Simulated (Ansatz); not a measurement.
The first iterations of a band of C2H7AlO2 (12 atoms, charge 0, multiplicity 1).

Level of theory: RKS BHLYP-D4/def2-SVP in Ansatz.

* movable images: 5
* climbing image: yes
* spring: 5.0 eV/Å²
* optimiser: quadratic models (default)
* start path: through a guess of the saddle point
* force threshold: 0.05 eV/Å
* iteration limit: 60
* end points: relaxed

First end point:

```xyz
12
Properties=species:S:1:pos:R:3
Al -0.167 0.378 0.813
C 1.490 -0.561 1.156
O -0.942 0.370 -0.684
C -0.837 -0.127 -1.967
H 0.060 -0.747 -2.112
O -0.897 1.258 2.055
H 2.298 -0.192 0.513
H 1.393 -1.633 0.955
H 1.808 -0.440 2.195
H -1.706 -0.746 -2.220
H -0.794 0.688 -2.700
H -1.706 1.753 1.997
```

Last end point:

```xyz
12
Properties=species:S:1:pos:R:3
Al -1.073 0.509 0.160
C 1.615 -0.576 0.565
O -0.638 1.104 -1.376
C -1.282 -0.223 -1.549
H 1.298 0.043 -0.281
O -1.259 0.925 1.765
H 2.608 -0.246 0.877
H 1.650 -1.620 0.252
H 0.943 -0.479 1.423
H -2.207 -0.166 -2.126
H -0.609 -0.964 -1.988
H -1.045 1.694 2.279
```

| iteration | highest image above the first end (eV) | largest band force component (eV/Å) |
| --- | --- | --- |
| 1 | 9.657 | 18.099 |
| 2 | 5.332 | 6.905 |
| 3 | 4.033 | 3.566 |
| 4 | 3.373 | 1.155 |
| 5 | 3.072 | 1.136 |
| 6 | 2.900 | 1.187 |
| 7 | 2.920 | 0.939 |
| 8 | 2.810 | 2.506 |
| 9 | 2.843 | 2.027 |
| 10 | 2.952 | 2.174 |

**Question.** Does the band converge within its limit, and where does its top end?

**Answer.** It converged. It ended after 31 iterations with the highest image 3.768 eV above the first end. Neighbouring images differ by up to 3.3 eV, so the band resolves the path poorly. A vibrational analysis at the climbing image gives 2 clearly imaginary modes (1493i, 69i cm⁻¹): a point of higher order, so a lower path passes nearby. The orbitals stay closed-shell, which can raise the energy where a bond breaks towards radicals; this wasn't checked here.

Run time: 7.6 min on 2 threads of Arm Neoverse V1 (shared host), peak memory 0.26 GiB.
